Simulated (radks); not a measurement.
Spherical quantum dot in the effective-mass picture: electrons in a hard-walled sphere of radius 3.57, with a point charge +2 (a donor) at the centre, all in effective atomic units (hartree* = m*/eps^2 hartree, bohr* = eps/m* bohr), one dielectric constant everywhere. Calculated with a radial shooting solver with Libxc functionals: non-relativistic Kohn-Sham, r2SCAN, spin-polarised, spherical densities, generalised Kohn-Sham scheme. Levels are named by radial order and angular momentum (1s, 1p, 1d, 2s, ...), and open shells are averaged over m. Results are scaled to m* = 0.339 and eps = 8.2, for which hartree* = 137.2 meV and bohr* = 1.28 nm.

N = 37, configuration 1s2 1p6 1d10 2s2 1f14 1g(up 3, down 0). This is the lowest configuration that the search found. Occupied and some empty levels:

level    occupation  eigenvalue (meV)  <r> (nm)
1s up             1            1717.3     2.988
1s down           1            1720.9     2.946
1p up             3            1748.3     3.295
1p down           3            1752.9     3.285
1d up             5            1795.4     3.381
1d down           5            1800.6     3.374
2s up             1            1810.6     1.426
2s down           1            1811.8     1.456
1f up             7            1860.8     3.451
1f down           7            1866.6     3.447
1g up             3            1943.5     3.512
1g down           0            1949.7     3.510
2p up             0            2012.8     2.231
2p down           0            2015.0     2.233
1h up             0            2042.3     3.566
1h down           0            2049.1     3.564
3s up             0            2069.1     2.285
3s down           0            2071.6     2.291
2d up             0            2138.0     2.565
2d down           0            2141.0     2.567

Energy (meV): total 35014.8, kinetic 9101.5, external -4721.8, Hartree 33438, exchange-correlation -2802.6.
